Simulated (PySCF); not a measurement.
**Radial density of O³⁺ (oxygen, charge +3)**

CAM-B3LYP, [He] 2s2 2p1, 2P determinant. Computed with PySCF 2.14 in aug-cc-pVTZ with one added diffuse shell each of s, p, d, f type (6s5p4d3f, 62 functions), with no relativity, point nucleus.

| r (bohr) | 4πr²ρ (e/bohr) | 4πr²(ρα − ρβ) |
| --- | --- | --- |
| 0.00366 | 0.05020 | 0.0000 |
| 0.00615 | 0.1370 | 0.0000 |
| 0.0103 | 0.3614 | 0.0000 |
| 0.0174 | 0.9149 | 0.0001 |
| 0.0293 | 2.140 | 0.0003 |
| 0.0493 | 4.415 | 0.0018 |
| 0.0828 | 7.339 | 0.0108 |
| 0.139 | 8.557 | 0.0573 |
| 0.234 | 5.656 | 0.2293 |
| 0.394 | 2.456 | 0.6597 |
| 0.663 | 3.102 | 1.0395 |
| 1.12 | 2.273 | 0.6478 |
| 1.88 | 0.3265 | 0.0993 |
| 3.16 | 0.003508 | 0.0009 |
